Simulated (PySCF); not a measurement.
## Polarisability and C₆ of Xe⁺ (xenon, charge +1)

[Kr] 4d10 5s2 5p5, 2P determinant. Calculation: PySCF 2.14, in aug-cc-pwCVTZ-DK3 with one added diffuse shell each of s, p, d, f type (11s10p8d5f1g, 125 functions); the spin-free X2C one-electron Hamiltonian (Gaussian nucleus). Coupled (time-dependent) response in atomic units; α is the mean over directions.

| method | mean α (bohr³) | α xx, yy, zz | C₆ (like pair) | S(−4) |
| --- | --- | --- | --- | --- |
| UHF | 17.83 | 17.35, 18.07, 18.07 | 155.7 | 50.03 |
| PBE | 18.41 | 17.69, 18.77, 18.77 | 161.1 | 55.89 |

S(−4) is the Cauchy moment in α(ω) = α(0) + S(−4) ω² + …

Spin-orbit coupling is absent.

α(iu) at UHF:

```
u (hartree)  α(iu) (bohr³)
          0          17.83
     0.0500          17.70
      0.100          17.34
      0.200          16.06
      0.300          14.34
      0.500          10.83
      0.750          7.539
       1.00          5.445
       1.50          3.239
       2.00          2.198
       3.00          1.261
       5.00         0.6034
```

A single London oscillator, α(iu) = α/(1 + u²/ω²), gives C₆ = (3/4) ω α². Matching the computed C₆ needs ω = 4 × 155.7 / (3 × 17.83²) = 0.653 hartree.

For an ion, C₆ is the dispersion term alone; charge-induced terms of lower order in 1/R come first.

The components differ because the open shell of this determinant is not spherical; for a pure term their mean is the scalar polarisability.
